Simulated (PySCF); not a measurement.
PySCF input file for Br₂GaH₂N, SMILES [Br][Ga]([NH2])[Br], PBE/pcSseg-1. Coordinates come from a r2SCAN-D4/def2-SVP optimisation. The structure was generated by enumeration; whether it is a known compound was not checked. One conformer was computed; it need not be the lowest.

```python
import numpy as np
from pyscf import gto, scf, dft
from pyscf.prop.nmr import rks as nmr

mol = gto.M(
    atom='''
    Ga   -0.00000000   -0.00000000   -0.56613010
    Br    0.00000000    1.97017950    0.56968736
    Br    0.00000000   -1.97017950    0.56968737
    N     0.00000000   -0.00000001   -2.35710420
    H     0.00000000   -0.84696693   -2.91417661
    H    -0.00000001    0.84696692   -2.91417661
    ''',
    basis='pcSseg-1',
    charge=0,
    spin=0,
    max_memory=1600,
    verbose=3,
)
mf = dft.RKS(mol, xc='pbe')
mf.grids.level = 3
mf.conv_tol = 1e-10
mf.max_cycle = 100
mf.kernel()
n = nmr.NMR(mf)
n.verbose = 2
n.max_cycle_cphf = 60
sigma = n.kernel()
print('atom   isotropic/ppm   span/ppm')
for i, s in enumerate(sigma):
    w = np.linalg.eigvalsh((s + s.T) / 2)
    print(f'{mol.atom_symbol(i):2s}{i + 1:3d} {w.mean():14.3f} {w[2] - w[0]:11.3f}')
```

Program output:

```
converged SCF energy = -7127.40317603667
atom   isotropic/ppm   span/ppm
Ga  1       1260.445     377.793
Br  2       2490.361     692.672
Br  3       2490.361     692.672
N   4        195.929     115.343
H   5         28.893      18.390
H   6         28.893      18.390
```

Self-consistency was reached.
